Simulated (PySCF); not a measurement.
Computed IR spectrum (relative IR intensity) of a molecule C3H8Si. The structure is a stationary point at B3LYP-D3(BJ)/def2-SVP. Other conformers were not sampled. Computed with PySCF with B3LYP-D3(BJ)/def2-SVP. Frequencies are harmonic and unscaled.

Lines under 2 % of the strongest are left out, and lines within 2 cm⁻¹ are merged.

```tsv
ν (cm⁻¹)	relative intensity
481	2.1
510	5.7
625	3.5
697	5.8
734	8.7
764	26
887	12
912	100
952	37
986	12
1017	3.7
1042	2.9
1269	5.6
1422	5.1
1669	2.7
2196	55
2207	43
3030	2.0
3106	5.8
3117	2.4
3121	2.9
3125	2.3
3199	4.5
```

Question: Which structure fits?
(A) C=C[SiH2]C
(B) C1C[SiH2]C1
(C) [SiH3]C1CC1
(D) C=C(C)[SiH3]

Answer: A, C=C[SiH2]C
